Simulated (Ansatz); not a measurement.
Cost and result for the atomization energy of H4O2SiSn (`[OH][Sn][O][SiH3]`) (8 atoms, 7 bonds).

Total charge 0; spin multiplicity 1. Correlated methods include outer-core shells of Sn, which these sets cover unevenly. Sn takes the def2 core potential. The geometry is a stationary point of PBE0-D4/def2-TZVP. It is one conformer, not always the lowest. Program: Ansatz. All runs use 4 threads of an Arm Neoverse V2 on a shared host. Times are those of one run each, without the atoms' runs, and a repeat can differ threefold. Electronic energies, without spin–orbit coupling; frozen cores. CCSD(T)/CBS adds CCSD(T) − MP2 in def2-TZVPP to the MP2 limit, and its time is that of the two runs behind it. T1 = 0.016. With those shells the extrapolation isn't a true limit. B3LYP takes the VWN-RPA correlation (the form of Gaussian; ORCA's B3LYP/G). HSE06 is the plane-wave form, built on full-range PBE exchange.

CCSD(T)/CBS is a level of theory with its own doubt, some kJ/mol a heavy atom from the limit and from the frozen cores, so smaller differences don't rank the functionals.

```json
{"level": "LDA (SPW92)/def2-TZVPP", "functions": "210", "wall time": "0.85 s", "atomization (kcal/mol)": "732.7", "difference from CCSD(T)/CBS": "84.3", "per bond": "12.1"}
{"level": "revPBE-D4/def2-TZVPP", "functions": "210", "wall time": "1.3 s", "atomization (kcal/mol)": "627.8", "difference from CCSD(T)/CBS": "-20.6", "per bond": "-2.9"}
{"level": "PBE-D4/def2-TZVPP (with forces)", "functions": "210", "wall time": "1.6 s", "atomization (kcal/mol)": "645.0", "difference from CCSD(T)/CBS": "-3.4", "per bond": "-0.5"}
{"level": "HSE06-D4/def2-TZVPP", "functions": "210", "wall time": "1.9 s", "atomization (kcal/mol)": "626.8", "difference from CCSD(T)/CBS": "-21.6", "per bond": "-3.1"}
{"level": "B3LYP-D4/def2-TZVPP (with forces)", "functions": "210", "wall time": "2.7 s", "atomization (kcal/mol)": "639.1", "difference from CCSD(T)/CBS": "-9.3", "per bond": "-1.3"}
{"level": "CCSD(T)/def2-SVP", "functions": "92", "wall time": "2.9 s", "atomization (kcal/mol)": "581.6", "difference from CCSD(T)/CBS": "-66.8", "per bond": "-9.5"}
{"level": "B2PLYP/def2-TZVPP", "functions": "210", "wall time": "3.3 s", "atomization (kcal/mol)": "633.3", "difference from CCSD(T)/CBS": "-15.1", "per bond": "-2.2"}
{"level": "PBE-QIDH/def2-TZVPP", "functions": "210", "wall time": "3.5 s", "atomization (kcal/mol)": "625.0", "difference from CCSD(T)/CBS": "-23.4", "per bond": "-3.3"}
{"level": "ωB97X-V/def2-TZVPP", "functions": "210", "wall time": "4.7 s", "atomization (kcal/mol)": "644.4", "difference from CCSD(T)/CBS": "-4.0", "per bond": "-0.6"}
{"level": "B97M-V/def2-TZVPP", "functions": "210", "wall time": "5.5 s", "atomization (kcal/mol)": "644.5", "difference from CCSD(T)/CBS": "-3.9", "per bond": "-0.6"}
{"level": "MP2/def2-QZVPP", "functions": "386", "wall time": "9.5 s", "atomization (kcal/mol)": "651.3", "difference from CCSD(T)/CBS": "2.9", "per bond": "0.4"}
{"level": "CCSD(T)/def2-TZVPP", "functions": "210", "wall time": "70 s", "atomization (kcal/mol)": "623.5", "difference from CCSD(T)/CBS": "-24.9", "per bond": "-3.6"}
{"level": "CCSD(T)/CBS(def2)", "functions": "–", "wall time": "79 s", "atomization (kcal/mol)": "648.4", "difference from CCSD(T)/CBS": "0.0", "per bond": "0.0"}
```

In def2-TZVPP, CCSD(T) changes the Hartree–Fock value by +183.6 kcal/mol (the triples alone add +11.5 kcal/mol) and MP2 by +196.2 kcal/mol; breaking electron pairs costs correlation energy, which Hartree–Fock lacks. From BLYP to BHLYP (50 % exact exchange), in def2-TZVPP and without D4, the atomization energy moves by −25.7 kcal/mol: exact exchange takes away binding that semilocal exchange gives to molecules. Leaving LDA and LC-ωPBE aside and taking each functional with its dispersion term where it has one, the values, not all of them listed here, spread over 30.1 kcal/mol, from BHLYP-D4 to PBE-D4. LDA lies +92.3 kcal/mol from PBE without D4, its usual overbinding.

Spin–orbit coupling would lower the free Sn atoms strongly, and the atomization energy with them, by more than many differences here. For some Ge, Se and Sn compounds the MP2-based and the directly extrapolated limit differ by 10 to 25 kJ/mol.
